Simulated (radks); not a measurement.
Values are calculated unless marked as measured or tabulated.
Species: Ni1.75+. Configuration: [Ar] 3d(up 4.5, down 3.75) (fractional occupations, a model configuration). Code: a radial shooting solver on a logarithmic mesh with Libxc functionals. Model: scalar-relativistic Kohn-Sham, r2SCAN, spin-polarised, spherical densities, finite nucleus; meta-GGA in the generalised Kohn-Sham scheme; Fermi nuclear charge, rms radius 3.7757 fm.

Normalised radial functions P(r) = r R(r), r in bohr:

| r | 2p down | 3s down |
|---|---|---|
| 0.001787 | 0.0025 | 0.0623 |
| 0.002272 | 0.0039 | 0.0777 |
| 0.002911 | 0.0061 | 0.0972 |
| 0.003701 | 0.0096 | 0.1202 |
| 0.004743 | 0.0152 | 0.1486 |
| 0.006029 | 0.0238 | 0.1809 |
| 0.007726 | 0.0376 | 0.2192 |
| 0.009822 | 0.0584 | 0.2602 |
| 0.01259 | 0.0913 | 0.3044 |
| 0.016 | 0.1395 | 0.3453 |
| 0.02034 | 0.2107 | 0.3780 |
| 0.02607 | 0.3177 | 0.3937 |
| 0.03314 | 0.4637 | 0.3790 |
| 0.04246 | 0.6680 | 0.3177 |
| 0.05398 | 0.9217 | 0.2007 |
| 0.06917 | 1.2347 | 0.0144 |
| 0.08794 | 1.5615 | -0.2172 |
| 0.1127 | 1.8694 | -0.4675 |
| 0.1433 | 2.0648 | -0.6476 |
| 0.1821 | 2.0810 | -0.6754 |
| 0.2334 | 1.8634 | -0.4652 |
| 0.2967 | 1.4536 | -0.0252 |
| 0.3802 | 0.9387 | 0.5647 |
| 0.4833 | 0.4978 | 1.0629 |
| 0.6193 | 0.1994 | 1.2947 |
| 0.7873 | 0.0598 | 1.1811 |
| 1.009 | 0.0115 | 0.8345 |
| 1.283 | 0.0015 | 0.4665 |
| 1.63 | 0.0001 | 0.1992 |
| 2.089 | 0.0000 | 0.0591 |
| 2.656 | 0.0000 | 0.0122 |
| 3.404 | 0.0000 | 0.0014 |

2p down: eigenvalue -866.10 eV, 0 radial nodes, <r> = 0.215 bohr, 90 % of the charge inside 0.352 bohr. 3s down: eigenvalue -129.35 eV, 2 radial nodes at r = 0.0703, 0.300 bohr, <r> = 0.742 bohr, 90 % of the charge inside 1.11 bohr.
